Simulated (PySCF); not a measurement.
A geometry optimisation, step by step.

GeH9NSi2.
SMILES with atom numbers: `[NH2:1][SiH2:2][SiH2:3][GeH3:4]` (hydrogens: H5, H6 on N1; H7, H8 on Si2; H9, H10 on Si3; H11, H12, H13 on Ge4)

Computed by this run: PBE0-D3(BJ)/def2-SVP geometry optimisation, gas phase (PySCF); density fitting, grid level 1; the optimiser is geomeTRIC in internal coordinates, started from a GFN2-xTB structure with every atom displaced at random (about 0.01 Å). The frame can shift and turn from step to step; on so coarse a grid that alone can change the energy by a few meV, and forces under 0.02 eV/Å are noise.

Step 0: E = -73881.7365 eV, largest atomic force 2.284 eV/Å
```
atom  x, y, z in Å  |  force x, y, z in eV/Å
N1     -1.674    0.897   -0.175   -1.038   2.033  -0.070
Si2    -1.583   -0.803   -0.230   -0.028   0.128  -0.091
Si3     0.671   -1.174   -0.483    0.669  -0.086   0.659
Ge4     1.952    0.760    0.030   -1.015   0.498   0.161
H5     -1.195    1.467   -0.869    0.086  -0.151   0.020
H6     -2.586    1.362    0.012    0.870  -0.579  -0.036
H7     -2.386   -1.432   -1.282   -0.262  -0.493  -0.541
H8     -2.147   -1.218    1.043   -0.168  -0.539   0.730
H9      1.061   -1.565   -1.823    0.110  -0.245  -0.987
H10     1.187   -2.264    0.384   -0.011  -0.188   0.223
H11     1.515    1.440    1.318   -0.246  -0.026   0.429
H12     3.416    0.628    0.186    1.199  -0.486  -0.017
H13     1.774    1.885   -0.982   -0.165   0.135  -0.481
```

Step 1: E = -73882.0195 eV, largest atomic force 0.445 eV/Å
```
atom  x, y, z in Å  |  force x, y, z in eV/Å
N1     -1.676    1.001   -0.210    0.056  -0.098  -0.036
Si2    -1.540   -0.735   -0.245   -0.044  -0.131   0.012
Si3     0.747   -1.211   -0.491    0.042  -0.063  -0.082
Ge4     1.884    0.796    0.081    0.369   0.237   0.075
H5     -1.261    1.542   -0.962   -0.048  -0.017   0.012
H6     -2.560    1.406    0.075   -0.034   0.079   0.013
H7     -2.339   -1.446   -1.306    0.018   0.034   0.030
H8     -2.023   -1.261    1.074    0.008   0.071  -0.053
H9      1.111   -1.612   -1.892   -0.035   0.071   0.045
H10     1.209   -2.320    0.402   -0.066   0.003   0.051
H11     1.389    1.394    1.419    0.039  -0.123  -0.101
H12     3.425    0.564    0.197   -0.326   0.065  -0.054
H13     1.646    1.871   -1.014    0.020  -0.129   0.087
```

Step 2: E = -73882.0320 eV, largest atomic force 0.084 eV/Å
```
atom  x, y, z in Å  |  force x, y, z in eV/Å
N1     -1.688    0.994   -0.226   -0.015  -0.009   0.002
Si2    -1.544   -0.740   -0.241    0.001  -0.048  -0.008
Si3     0.749   -1.202   -0.489    0.035   0.008  -0.001
Ge4     1.905    0.801    0.088    0.076   0.036   0.004
H5     -1.284    1.526   -0.989   -0.015   0.004  -0.016
H6     -2.570    1.407    0.062    0.021   0.017   0.001
H7     -2.343   -1.458   -1.294    0.008  -0.011   0.003
H8     -2.026   -1.246    1.081   -0.003   0.024   0.004
H9      1.101   -1.592   -1.892   -0.007   0.026  -0.004
H10     1.200   -2.314    0.407   -0.046  -0.004   0.023
H11     1.427    1.367    1.435   -0.010  -0.036   0.027
H12     3.430    0.571    0.177   -0.030   0.003  -0.026
H13     1.655    1.877   -0.990   -0.015  -0.009  -0.009
```

Step 3: E = -73882.0363 eV, largest atomic force 0.073 eV/Å
```
atom  x, y, z in Å  |  force x, y, z in eV/Å
N1     -1.697    0.992   -0.248   -0.010   0.020  -0.010
Si2    -1.544   -0.742   -0.235    0.012   0.007  -0.016
Si3     0.750   -1.194   -0.486    0.021   0.020   0.024
Ge4     1.920    0.803    0.095   -0.066  -0.020  -0.008
H5     -1.306    1.511   -1.027   -0.001   0.001  -0.011
H6     -2.574    1.413    0.044    0.010  -0.006   0.008
H7     -2.343   -1.478   -1.275    0.002  -0.025   0.001
H8     -2.021   -1.225    1.096   -0.004   0.009   0.019
H9      1.092   -1.574   -1.894    0.009  -0.001  -0.014
H10     1.191   -2.311    0.408   -0.024  -0.010   0.000
H11     1.458    1.331    1.463   -0.002  -0.003   0.028
H12     3.440    0.573    0.151    0.070  -0.012  -0.013
H13     1.645    1.889   -0.963   -0.018   0.020  -0.008
```

Step 4: E = -73882.0398 eV, largest atomic force 0.121 eV/Å
```
atom  x, y, z in Å  |  force x, y, z in eV/Å
N1     -1.706    0.993   -0.283   -0.005   0.026  -0.024
Si2    -1.542   -0.739   -0.226    0.010   0.046  -0.018
Si3     0.752   -1.185   -0.485    0.001   0.012   0.026
Ge4     1.933    0.802    0.107   -0.107  -0.055  -0.012
H5     -1.333    1.490   -1.086    0.007  -0.001  -0.002
H6     -2.576    1.422    0.015    0.003  -0.023   0.011
H7     -2.342   -1.508   -1.241   -0.003  -0.024   0.007
H8     -2.008   -1.186    1.122    0.000   0.003   0.019
H9      1.080   -1.554   -1.898    0.021  -0.016  -0.007
H10     1.180   -2.311    0.405   -0.001  -0.013  -0.018
H11     1.501    1.279    1.504    0.009   0.022   0.019
H12     3.453    0.576    0.111    0.078  -0.008  -0.005
H13     1.619    1.910   -0.917   -0.012   0.031   0.003
```

Step 5: E = -73882.0429 eV, largest atomic force 0.096 eV/Å
```
atom  x, y, z in Å  |  force x, y, z in eV/Å
N1     -1.713    0.996   -0.332    0.004   0.008  -0.033
Si2    -1.537   -0.733   -0.214    0.001   0.054  -0.015
Si3     0.754   -1.179   -0.484   -0.024  -0.002   0.017
Ge4     1.940    0.799    0.124   -0.078  -0.055  -0.008
H5     -1.365    1.464   -1.163    0.009   0.001   0.009
H6     -2.576    1.433   -0.025   -0.007  -0.024   0.010
H7     -2.343   -1.546   -1.190   -0.007  -0.014   0.013
H8     -1.986   -1.129    1.155    0.006   0.003   0.013
H9      1.070   -1.537   -1.904    0.026  -0.016   0.004
H10     1.172   -2.317    0.396    0.017  -0.011  -0.025
H11     1.554    1.216    1.553    0.014   0.031   0.004
H12     3.464    0.586    0.063    0.041   0.001   0.002
H13     1.578    1.937   -0.849   -0.002   0.024   0.011
```

Step 6: E = -73882.0446 eV, largest atomic force 0.035 eV/Å
```
atom  x, y, z in Å  |  force x, y, z in eV/Å
N1     -1.717    0.998   -0.374    0.006  -0.011  -0.024
Si2    -1.533   -0.726   -0.205   -0.006   0.030  -0.009
Si3     0.755   -1.178   -0.485   -0.034  -0.008   0.006
Ge4     1.940    0.794    0.137   -0.020  -0.027  -0.003
H5     -1.389    1.443   -1.225    0.006   0.004   0.012
H6     -2.576    1.439   -0.059   -0.008  -0.013   0.003
H7     -2.348   -1.574   -1.143   -0.008  -0.004   0.013
H8     -1.963   -1.079    1.183    0.009   0.004   0.005
H9      1.069   -1.529   -1.908    0.021  -0.003   0.008
H10     1.171   -2.326    0.383    0.018  -0.006  -0.018
H11     1.592    1.174    1.587    0.009   0.021  -0.007
H12     3.466    0.597    0.030    0.001   0.005   0.006
H13     1.544    1.957   -0.793    0.004   0.008   0.008
```

Step 7: E = -73882.0454 eV, largest atomic force 0.026 eV/Å
```
atom  x, y, z in Å  |  force x, y, z in eV/Å
N1     -1.720    0.997   -0.394    0.002  -0.014  -0.011
Si2    -1.531   -0.723   -0.201   -0.005   0.002  -0.004
Si3     0.755   -1.180   -0.487   -0.025  -0.006   0.002
Ge4     1.937    0.792    0.142    0.014   0.001   0.002
H5     -1.399    1.434   -1.252    0.004   0.004   0.008
H6     -2.577    1.438   -0.075   -0.004  -0.001  -0.003
H7     -2.355   -1.588   -1.115   -0.005   0.000   0.010
H8     -1.947   -1.054    1.197    0.009   0.004   0.002
H9      1.073   -1.527   -1.910    0.010   0.008   0.004
H10     1.175   -2.331    0.374    0.010  -0.002  -0.006
H11     1.604    1.164    1.598    0.000   0.006  -0.008
H12     3.464    0.603    0.021   -0.015   0.002   0.005
H13     1.531    1.966   -0.770    0.004  -0.004  -0.001
```

Step 8: E = -73882.0458 eV, largest atomic force 0.024 eV/Å
```
atom  x, y, z in Å  |  force x, y, z in eV/Å
N1     -1.721    0.994   -0.402   -0.005  -0.009   0.000
Si2    -1.531   -0.723   -0.198   -0.001  -0.012  -0.001
Si3     0.755   -1.181   -0.488   -0.009  -0.003   0.002
Ge4     1.934    0.792    0.143    0.019   0.013   0.005
H5     -1.402    1.430   -1.261    0.004   0.002   0.003
H6     -2.578    1.435   -0.083   -0.001   0.005  -0.006
H7     -2.361   -1.596   -1.100   -0.002   0.000   0.006
H8     -1.937   -1.045    1.205    0.006   0.004   0.001
H9      1.079   -1.525   -1.911    0.000   0.011   0.000
H10     1.181   -2.333    0.368    0.002  -0.001   0.000
H11     1.602    1.169    1.598   -0.005  -0.002  -0.004
H12     3.461    0.605    0.024   -0.011  -0.001   0.003
H13     1.529    1.967   -0.768    0.003  -0.007  -0.007
```

Question: Summarise the path.

Answer: The energy falls by 0.3093 eV from step 0 to step 8; nine tenths of that is first reached at step 1. It falls at every step. The largest force goes from 2.284 to 0.024 eV/Å. Among the bonds Ge4–H12 changes most, from 1.479 to 1.543 Å; the atoms move by 0.245 Å rms after alignment.

Question: Follow the three bonds and two angles with the largest change from start to end.

Answer: 
| step | E above end (eV) | largest force (eV/Å) | Ge4–H12 (Å) | Si2–Si3 (Å) | Si3–H9 (Å) | Si3–Ge4–H12 (°) | H11–Ge4–H13 (°) |
| --- | --- | --- | --- | --- | --- | --- | --- |
| 0 | 0.3093 | 2.284 | 1.479 | 2.298 | 1.448 | 119.0 | 101.5 |
| 1 | 0.0263 | 0.445 | 1.564 | 2.349 | 1.502 | 111.3 | 107.1 |
| 2 | 0.0137 | 0.084 | 1.544 | 2.351 | 1.498 | 111.6 | 107.8 |
| 3 | 0.0095 | 0.073 | 1.538 | 2.351 | 1.497 | 111.6 | 108.4 |
| 4 | 0.0060 | 0.121 | 1.537 | 2.351 | 1.498 | 111.6 | 108.9 |
| 5 | 0.0029 | 0.096 | 1.539 | 2.350 | 1.498 | 111.6 | 109.1 |
| 6 | 0.0012 | 0.035 | 1.542 | 2.349 | 1.499 | 111.6 | 108.9 |
| 7 | 0.0004 | 0.026 | 1.543 | 2.349 | 1.499 | 111.7 | 108.5 |
| 8 | 0.0000 | 0.024 | 1.543 | 2.349 | 1.499 | 111.7 | 108.4 |

What follows is the cost of the whole optimisation. Hardware: one thread, Intel Xeon Platinum 8259CL at 2.50 GHz (x86_64), no GPU (shared host). Cost: 80 s wall, 0.50 GiB resident at most.
